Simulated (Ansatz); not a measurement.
Reaction (cleavage of the Si–B bond): `CB(N)[SiH2]O` + `O[SiH]1C=C1` → `O[SiH2]O[SiH]1C=C1` + `CBN`

Program: Ansatz. Geometries: PBE0-D4/def2-TZVP. ΔE: electronic, gas phase. CCSD(T)/CBS is the MP2 limit (def2-TZVPP, def2-QZVPP) plus CCSD(T) − MP2 in def2-TZVPP, frozen cores. Functionals use def2-TZVPP. Each species was taken in one conformer, which may not be the lowest.

`CB(N)[SiH2]O`:

Z-matrix (Å, degrees):
```
C
B 1 1.572
H 1 1.095 2 114.0
H 1 1.096 2 110.2 3 121.4
H 1 1.095 2 111.1 3 -122.4
N 2 1.393 1 120.4 3 -3.7
Si 2 2.030 1 122.3 3 177.2
H 6 1.009 2 123.0 1 -1.1
H 6 1.006 2 123.6 1 179.6
O 7 1.663 2 113.7 1 -45.9
H 7 1.502 2 109.9 1 -169.9
H 7 1.490 2 111.9 1 71.8
H 10 0.958 7 116.6 2 -53.3
```

`O[SiH]1C=C1`:

```xyz
8

O     1.021    0.666   -1.581
Si   -0.199    0.553   -0.492
C    -0.024   -0.012    1.198
C    -0.635   -0.926    0.419
H     1.764    0.071   -1.466
H    -1.169    1.572   -0.927
H     0.264    0.000    2.244
H    -1.021   -1.923    0.605
```

`O[SiH2]O[SiH]1C=C1`:

Cartesian coordinates in Å:
```
O -1.310 -0.803 -2.446
Si -0.300 0.419 -2.035
O 0.268 0.256 -0.514
Si -0.060 0.429 1.074
C 1.180 0.165 2.330
C 0.295 -0.845 2.274
H -0.937 -1.677 -2.567
H -1.115 1.648 -2.149
H 0.890 0.445 -2.919
H -1.171 1.392 1.215
H 2.065 0.355 2.927
H 0.194 -1.784 2.808
```

`CBN`:

Z-matrix (Å, degrees):
```
C
B 1 1.568
H 1 1.095 2 110.4
H 1 1.096 2 110.3 3 116.2
H 1 1.094 2 114.3 3 -121.9
N 2 1.392 1 122.0 3 122.1
H 2 1.202 1 121.0 3 -57.9
H 6 1.005 2 123.2 1 180.0
H 6 1.007 2 123.1 1 -0.0
```

CCSD(T)/CBS gives -152.1 kJ/mol.

**Question.** Another level gave -156.7 kJ/mol. Which?
A. HF/def2-TZVPP
B. PBE0-D4/def2-TZVPP
C. B2PLYP/def2-TZVPP
D. PBE-D4/def2-TZVPP

**Answer.** C. B2PLYP -156.7, PBE-D4 -127.8, HF/def2-TZVPP -179.8, PBE0-D4 -137.6 kJ/mol.

Largest T1 diagnostic among the species: 0.012.

From PBE to PBE0 (25 % exact exchange), in def2-TZVPP and without D4, ΔE moves by −9.7 kJ/mol. In def2-TZVPP, CCSD(T) changes the Hartree–Fock value by +28.2 kJ/mol (the triples alone add +4.0 kJ/mol) and MP2 by +22.6 kJ/mol.
